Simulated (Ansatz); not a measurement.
```yaml
crystal:
  periodic: [false, false, false]
  atoms:
    - {symbol: Ge, position_ang: [0.000137, 0.000028, 0.000197]}
    - {symbol: O, position_ang: [0.029672, 0.097666, 1.777311]}
    - {symbol: H, position_ang: [-0.799936, 0.501540, 2.095776]}
    - {symbol: O, position_ang: [1.704591, -0.062266, -0.509290]}
    - {symbol: H, position_ang: [2.252629, 0.442772, 0.121062]}
    - {symbol: O, position_ang: [-0.960715, 1.395713, -0.545216]}
    - {symbol: H, position_ang: [-1.330467, 1.211572, -1.429630]}
    - {symbol: O, position_ang: [-0.773276, -1.431188, -0.722287]}
    - {symbol: H, position_ang: [-0.122624, -2.155837, -0.787933]}
basis:
  gaussian: {orbitals: cc-pVDZ, nuclear_model: gaussian}
hamiltonian: {xc: {name: PBE-QIDH}}
scf: {lower_state_search: off}
output: {forces: true}
```

```sh
$ ansatz run in.yaml --threads 4 --pin off --events-out ev --progress --plain --max-ram 3916MiB
```

Shortened log:

```
Functional definition: PBE-QIDH
1013 factors; integrals over basis functions are off by at most 1.4e-3 eV
mean field evaluation 1: about -64728.4899 eV, gradient 6.4e1 eV
mean field evaluation 2: about -64728.5288 eV, gradient 6.4e1 eV
mean field evaluation 4: about -64735.5520 eV, gradient 2.0e0 eV
mean field evaluation 8: about -64735.5690 eV, gradient 1.0e-1 eV
mean field evaluation 16: about -64735.5690 eV, gradient 1.2e-5 eV
mean field -64735.56904856 eV, -2378.9882831900 hartree, gradient 2.2e-6 eV, S^2 0.000000; 0 other end points of the search recorded, 0 dependent functions left out
13 core orbitals not correlated: weight in the atoms' cores, before any rotation towards them, 1.000 or more for the frozen orbitals, at most 0.000 for the correlated occupied ones
reference -64735.56905807 eV, -2378.9882835393 hartree; 21, 21 occupied and 69, 69 virtual orbitals, 1013 factors
second order -26.84158712 eV of doubles, -0.00000000 eV of singles
Total energy: -64744.51625378 eV, -2379.3170869169 hartree
Atom 0 at     0.000137     0.000028     0.000197 Å, force     0.000742    -0.000103    -0.000276 eV/Å
Atom 1 at     0.029672     0.097666     1.777311 Å, force    -0.620301     0.243521    -0.304627 eV/Å
Atom 2 at    -0.799936     0.501540     2.095776 Å, force     0.603396    -0.293572    -0.237690 eV/Å
Atom 3 at     1.704591    -0.062266    -0.509290 Å, force    -0.121217     0.403474     0.598048 eV/Å
Atom 4 at     2.252629     0.442772     0.121062 Å, force    -0.404755    -0.367365    -0.455598 eV/Å
Atom 5 at    -0.960715     1.395713    -0.545216 Å, force     0.040402    -0.546606    -0.486439 eV/Å
Atom 6 at    -1.330467     1.211572    -1.429630 Å, force     0.272047     0.129149     0.645703 eV/Å
Atom 7 at    -0.773276    -1.431188    -0.722287 Å, force     0.699735    -0.100817     0.190704 eV/Å
Atom 8 at    -0.122624    -2.155837    -0.787933 Å, force    -0.470050     0.532320     0.050174 eV/Å
Dipole moment:    -0.000063     0.000079    -0.000260 e Å
Checks for a lower state left out: starts, cluster_reference, orbital_swaps, neighbouring_geometries, increment
```

Hardware: 4 threads of Intel Xeon on a shared host. Wall time 5.5 s.

Correlated methods freeze 13 core orbitals; core or outer-core shells of Ge are correlated, in sets that lack core-valence functions.
